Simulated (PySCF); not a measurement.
## C₆ coefficients of unlike pairs at PBE

Calculated with PySCF 2.14 from the dipole response of each species, C₆(A,B) = (3/π) ∫ α_A(iu) α_B(iu) du, in atomic units, from isotropic polarisabilities. For ions this is the dispersion term alone; charge-induced terms of lower order in 1/R come first.

| species | configuration | basis | relativity | α (bohr³) | C₆ (like pair) |
| --- | --- | --- | --- | --- | --- |
| Li | [He] 2s1 (2S) | dyall-acv3z (15s9p3d) | spin-free X2C | 142.0 | 1127 |
| N²⁺ | [He] 2s2 2p1 (2P) | aug-cc-pCVQZ-DK (9s8p6d4f2g) | spin-free X2C | 2.582 | 3.665 |
| P | [Ne] 3s2 3p3 (4S) | aug-cc-pV(T+d)Z with one added diffuse shell each of s, p, d, f type (7s6p5d3f) | none | 27.67 | 206.2 |
| Zr²⁺ | [Kr] 4d2 (3F) | aug-cc-pwCVTZ-PP with ECP28MDF (8s8p7d4f3g) | core potential | 12.89 | 63.40 |

Task: Estimate C₆ for Zr²⁺ with P.

Result: The integral gives 110.4. The combination rule 2 C_A C_B / (C_A α_B/α_A + C_B α_A/α_B) gives 112.6 and the geometric mean 114.4.

No spin-orbit coupling is included.

The other pairs:

| pair | C₆ |
| --- | --- |
| N²⁺, Li | 37.70 |
| Zr²⁺, Li | 176.1 |
| P, N²⁺ | 25.87 |
| P, Li | 365.6 |
| Zr²⁺, N²⁺ | 15.16 |
